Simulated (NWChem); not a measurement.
System meant: CH$_{3}$F$_{2}$OV; SMILES [CH3][V](=[O])([F])[F]

Here is an NWChem input.

```
start job
memory heap 200 mb stack 900 mb global 1100 mb
geometry units angstroms noautoz
  V     -0.096052     0.000011     0.053512
  O     -0.121052     0.002477     1.591068
  F     -0.757253     1.448891    -0.564849
  F     -0.764349    -1.447526    -0.560339
  C      1.843373    -0.005438    -0.372197
  H      2.298683     0.897792     0.061289
  H      1.928060    -0.008954    -1.470642
  H      2.295125    -0.907753     0.066841
end
basis spherical
  * library def2-svp
end
dft
  odft
  mult 2
  xc b3lyp
  iterations 150
  mulliken
end
task dft energy
```

End of the output:

```
 Summary of "ao basis" -> "ao basis" (spherical)
 ------------------------------------------------------------------------------
       Tag                 Description            Shells   Functions and Types
 ---------------- ------------------------------  ------  ---------------------
 V                          def2-svp                11       31   5s3p2d1f
 O                          def2-svp                 6       14   3s2p1d
 F                          def2-svp                 6       14   3s2p1d
 C                          def2-svp                 6       14   3s2p1d
 H                          def2-svp                 3        5   2s1p

 Summary of "ao basis" -> "ao basis" (spherical)
 ------------------------------------------------------------------------------
       Tag                 Description            Shells   Functions and Types
 ---------------- ------------------------------  ------  ---------------------
 V                          def2-svp                11       31   5s3p2d1f
 O                          def2-svp                 6       14   3s2p1d
 F                          def2-svp                 6       14   3s2p1d
 C                          def2-svp                 6       14   3s2p1d
 H                          def2-svp                 3        5   2s1p

      Symmetry analysis of basis
      --------------------------

        a'         64
        a"         38

  number of electrons :                   58
  multiplicity        :                    2
 ------------------------------------------------------------------------
  no. of electrons and multiplicity not compatible                  58
 ------------------------------------------------------------------------
 ------------------------------------------------------------------------
  current input line :
    23: task dft energy
 ------------------------------------------------------------------------
 ------------------------------------------------------------------------
 There is an error in the input file
 ------------------------------------------------------------------------
 For more information see the NWChem manual at https://nwchemgit.github.io

0: no. of electrons and multiplicity not compatible:Received an Error in Communication
```

Problem. What is wrong, and how is it mended?

Solution. The input was rejected before any calculation. Cause: the multiplicity doesn't fit the number of electrons (an even count wants an odd multiplicity, and the reverse). This input runs:
```
start job
memory heap 200 mb stack 900 mb global 1100 mb
geometry units angstroms noautoz
  V     -0.096052     0.000011     0.053512
  O     -0.121052     0.002477     1.591068
  F     -0.757253     1.448891    -0.564849
  F     -0.764349    -1.447526    -0.560339
  C      1.843373    -0.005438    -0.372197
  H      2.298683     0.897792     0.061289
  H      1.928060    -0.008954    -1.470642
  H      2.295125    -0.907753     0.066841
end
basis spherical
  * library def2-svp
end
dft
  xc b3lyp
  iterations 150
  mulliken
end
task dft energy
```
It converges to -1258.61846 Ha (B3LYP/def2-SVP).
